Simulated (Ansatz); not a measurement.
`COc1ccc(-c2ccc(-c3ccc(-c4ccc(-c5ccc(C(F)=C(F)F)cc5)cc4)cc3)cc2)cc1` with charge +1. Charge 1, multiplicity 2. Geometry r2SCAN-D4/def2-SVP, that of the neutral singlet; atoms count from 1.

Cartesian coordinates in Å:
```
C 9.948 4.963 5.122
O 9.820 4.471 3.807
C 8.623 3.964 3.426
C 8.547 3.477 2.109
C 7.361 2.939 1.629
C 6.206 2.862 2.436
C 4.946 2.289 1.921
C 4.066 1.580 2.762
C 2.876 1.042 2.277
C 2.509 1.182 0.924
C 1.248 0.609 0.410
C 1.153 0.112 -0.905
C -0.033 -0.433 -1.388
C -1.185 -0.505 -0.581
C -2.444 -1.085 -1.091
C -2.437 -2.156 -2.006
C -3.623 -2.709 -2.481
C -4.876 -2.216 -2.068
C -6.134 -2.803 -2.569
C -7.284 -2.015 -2.767
C -8.471 -2.567 -3.237
C -8.560 -3.943 -3.531
C -9.831 -4.461 -4.019
F -10.836 -3.566 -4.110
C -10.154 -5.713 -4.402
F -9.322 -6.735 -4.397
F -11.348 -6.055 -4.827
C -7.413 -4.742 -3.335
C -6.232 -4.177 -2.866
C -4.884 -1.141 -1.157
C -3.697 -0.592 -0.679
C -1.092 -0.005 0.732
C 0.096 0.537 1.216
C 3.389 1.888 0.082
C 4.576 2.429 0.569
C 6.302 3.354 3.749
C 7.487 3.900 4.248
H 9.260 5.807 5.311
H 10.983 5.314 5.223
H 9.759 4.174 5.872
H 9.445 3.523 1.488
H 7.333 2.541 0.610
H 4.339 1.414 3.808
H 2.237 0.465 2.951
H 2.034 0.136 -1.553
H -0.074 -0.795 -2.419
H -1.482 -2.577 -2.335
H -3.578 -3.530 -3.202
H -7.240 -0.939 -2.575
H -9.343 -1.930 -3.392
H -7.444 -5.813 -3.536
H -5.369 -4.827 -2.696
H -5.838 -0.744 -0.800
H -3.741 0.252 0.016
H -1.962 -0.060 1.393
H 0.127 0.930 2.236
H 3.118 2.050 -0.965
H 5.215 3.007 -0.106
H 5.419 3.339 4.394
H 7.508 4.282 5.271
```

Single mean-field runs in def2-SVP are fitted with def2-universal-jkfit.

Question: Estimate the Mulliken populations of the heavy atoms from the PBE0/def2-SVP orbitals of Ansatz.

Answer: 
| atom | charge (e) | spin (α − β) |
| --- | --- | --- |
| C1 | 0.09 | -0.01 |
| O2 | -0.31 | 0.06 |
| C3 | 0.23 | 0.08 |
| C4 | -0.02 | 0.01 |
| C5 | -0.02 | 0.01 |
| C6 | 0.03 | 0.07 |
| C7 | 0.04 | 0.08 |
| C8 | -0.02 | 0.01 |
| C9 | -0.02 | 0.01 |
| C10 | 0.04 | 0.08 |
| C11 | 0.04 | 0.06 |
| C12 | -0.02 | 0.02 |
| C13 | -0.02 | 0.00 |
| C14 | 0.04 | 0.08 |
| C15 | 0.04 | 0.05 |
| C16 | -0.02 | 0.02 |
| C17 | -0.02 | 0.00 |
| C18 | 0.04 | 0.07 |
| C19 | 0.03 | 0.02 |
| C20 | -0.02 | 0.03 |
| C21 | -0.01 | -0.02 |
| C22 | -0.03 | 0.07 |
| C23 | 0.19 | -0.02 |
| F24 | -0.20 | 0.00 |
| C25 | 0.38 | 0.08 |
| F26 | -0.14 | 0.01 |
| F27 | -0.12 | 0.01 |
| C28 | -0.01 | -0.01 |
| C29 | -0.02 | 0.03 |
| C30 | -0.02 | 0.00 |
| C31 | -0.02 | 0.02 |
| C32 | -0.02 | 0.00 |
| C33 | -0.02 | 0.02 |
| C34 | -0.02 | 0.01 |
| C35 | -0.02 | 0.01 |
| C36 | -0.02 | 0.03 |
| C37 | -0.09 | 0.00 |
Mulliken values depend strongly on the basis.

Question: Where does the spin sit?

Answer: Summed by element: C 0.93, O 0.06, F 0.02, H -0.01, of 1 unpaired in all. Largest on single atoms: C25 0.08, C10 0.08, C3 0.08.

Question: And the Mayer bond orders between heavy atoms (over 0.3, the first 40 of 41)?

Answer: C1–O2 0.92 (1.41 Å); O2–C3 1.17 (1.35 Å); C3–C4 1.30 (1.41 Å); C3–C37 1.26 (1.40 Å); C4–C5 1.47 (1.39 Å); C5–C6 1.29 (1.41 Å); C6–C7 1.07 (1.48 Å); C6–C36 1.32 (1.40 Å); C7–C8 1.31 (1.41 Å); C7–C35 1.31 (1.41 Å); C8–C9 1.45 (1.39 Å); C9–C10 1.31 (1.41 Å); C10–C11 1.06 (1.48 Å); C10–C34 1.31 (1.41 Å); C11–C12 1.32 (1.41 Å); C11–C33 1.32 (1.41 Å); C12–C13 1.45 (1.39 Å); C13–C14 1.32 (1.41 Å); C14–C15 1.06 (1.48 Å); C14–C32 1.32 (1.41 Å); C15–C16 1.32 (1.41 Å); C15–C31 1.32 (1.41 Å); C16–C17 1.44 (1.39 Å); C17–C18 1.32 (1.41 Å); C18–C19 1.05 (1.48 Å); C18–C30 1.32 (1.41 Å); C19–C20 1.33 (1.41 Å); C19–C29 1.32 (1.41 Å); C20–C21 1.43 (1.39 Å); C21–C22 1.31 (1.41 Å); C22–C23 1.07 (1.46 Å); C22–C28 1.30 (1.41 Å); C23–F24 1.06 (1.35 Å); C23–C25 1.56 (1.35 Å); C25–F26 1.13 (1.32 Å); C25–F27 1.17 (1.31 Å); C28–C29 1.46 (1.39 Å); C30–C31 1.44 (1.39 Å); C32–C33 1.45 (1.39 Å); C34–C35 1.45 (1.39 Å).
